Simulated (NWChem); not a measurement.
System: BCl

The following NWChem deck was run.

```
start job
memory heap 200 mb stack 900 mb global 1100 mb
geometry units angstroms noautosym nocenter noautoz
  B      0.000000     0.000000    -1.297369
  Cl     0.000000     0.000000     0.436174
end
basis spherical
  * library 6-31+g*
end
dft
  xc xpbe96 cpbe96
  iterations 150
end
tddft
  cis
  nroots 6
  notriplet
end
task tddft energy
```

All runs use the structure optimised with PBE-D3(BJ)/def2-SVP.

Vertical excitations in the gas phase.

**Question.** Predict the main results of this run. (PBE/6-31+G* (spherical d), TDA.) Quantities: basis functions; lowest excitation, singlet (eV); oscillator strength of that lowest state; lowest state with f > 0.02, singlet (eV); oscillator strength of that bright state; orbital gap (eV).

**Answer.** The number of basis functions comes out as 40 and the lowest excitation, singlet (eV) is 4.90. The oscillator strength of that lowest state comes out as 0.138 and the lowest state with f > 0.02, singlet (eV) is 4.90. The oscillator strength of that bright state is 0.138 and the orbital gap (eV) is 3.42.
